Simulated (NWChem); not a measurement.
A series in which one site is exchanged, each optimised at PBE0/def2-SVP with NWChem, gas phase unless a solvent is named. This build's default masses of Se (78.918 u) and Br (79.917 u) are each other's, which moves their modes by up to 0.6 %. For some, no frequency run checked for a minimum. def2 effective core potentials on Cd; no spin-orbit coupling.

A: [GeH3][Cd][F] (CdGeH3F; site = Cd)
B: [F][Zn][GeH3] (ZnGeH3F; site = Zn)
C: [GeH3][Se]F (GeH₃SeF; site = Se)
D: [F][Mg][GeH3] (MgGeH3F; site = Mg)

Values for A:

| Item | Result |
|---|---|
| dipole (D), PBE0/def2-SVP | 2.52 |
| orbital gap (eV), PBE0/def2-SVP | 7.11 |
| vertical ionisation energy, ΔSCF, B3LYP/def2-SVP (eV) | 10.30 |
| static polarisability, B3LYP/def2-SVPD (bohr³) | 67.2 |
| lowest singlet excitation, B3LYP/def2-SVPD, TDA (eV) | 6.28 |

**Question.** How do these values change for the other members?

**Answer.** 
```tsv
change from A	B	C	D
dipole (D), PBE0/def2-SVP	-0.46	-0.15	-1.25
orbital gap (eV), PBE0/def2-SVP	+0.54	-2.19	-0.79
vertical ionisation energy, ΔSCF, B3LYP/def2-SVP (eV)	+0.22	-1.12	-0.49
static polarisability, B3LYP/def2-SVPD (bohr³)	-7.6	-4.2	-2.9
lowest singlet excitation, B3LYP/def2-SVPD, TDA (eV)	+0.24	-3.29	-0.77
```
